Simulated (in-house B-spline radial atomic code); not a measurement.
Inner levels of titanium as electrons are removed. A shift is the extra binding of the orbital against the neutral atom ([Ar] 3d2 4s2). Computed with an all-electron radial atomic-structure program (B-spline basis): non-relativistic Hartree-Fock, average of the configuration, point nuclei.

```csv
ion,configuration,shift of 1s (eV),radius of 1s (bohr),Σ<r²> (bohr²),change of density at nucleus (bohr⁻³)
Ti,[Ar] 3d2 4s2,0,0.070116,50.16,-
Ti+,[Ar] 3d2 4s1,?,?,?,?
Ti2+,[Ar] 3d2,?,?,?,?
Ti3+,[Ar] 3d1,33.515,0.070119,12.977,-2.3605
Ti4+,[Ne] 3s2 3p6,54.299,0.070123,10.517,0.54577
Ti5+,[Ne] 3s2 3p5,81.706,0.070118,8.7901,6.0869
Ti6+,[Ne] 3s2 3p4,111.12,0.070111,7.2657,12.181
Ti7+,[Ne] 3s2 3p3,142.49,0.070103,5.9078,18.827
Ti8+,[Ne] 3s2 3p2,?,?,?,?
Ti9+,[Ne] 3s2 3p1,211.04,0.070083,3.5905,33.791
Ti10+,[Ne] 3s2,248.18,0.07007,2.5944,42.115
Ti11+,[Ne] 3s1,285.84,0.070068,1.6891,-5.1984
Ti12+,[He] 2s2 2p6,325.01,0.070064,0.85151,-57.563
Ti13+,[He] 2s2 2p5,427.72,0.069981,0.7197,-29.776
Ti14+,[He] 2s2 2p4,534.8,0.06989,0.59969,-0.47199
Ti15+,[He] 2s2 2p3,646.21,0.069791,0.49015,30.363
Ti16+,[He] 2s2 2p2,761.9,0.069683,0.38991,62.742
Ti17+,[He] 2s2 2p1,881.85,0.069567,0.298,96.678
Ti18+,[He] 2s2,1006.02,0.069443,0.21357,132.18
Ti19+,[He] 2s1,1115.76,0.069429,0.11045,-202.16
Ti20+,1s2,1228.14,0.069366,0.012859,-558.04
Ti21+,1s1,1597.76,0.068182,0.0061983,-3744.01
```

(1) Fill in the row of Ti+.

(2) Fill in the row of Ti2+.

(3) Fill in the row of Ti8+.

Results:

(1) shift of 1s (eV): 7.1905; radius of 1s (bohr): 0.070116; Σ<r²> (bohr²): 29.662; change of density at nucleus (bohr⁻³): -1.4866.

(2) shift of 1s (eV): 15.999; radius of 1s (bohr): 0.070116; Σ<r²> (bohr²): 16.527; change of density at nucleus (bohr⁻³): -4.3688.

(3) shift of 1s (eV): 175.81; radius of 1s (bohr): 0.070093; Σ<r²> (bohr²): 4.6896; change of density at nucleus (bohr⁻³): 26.03.
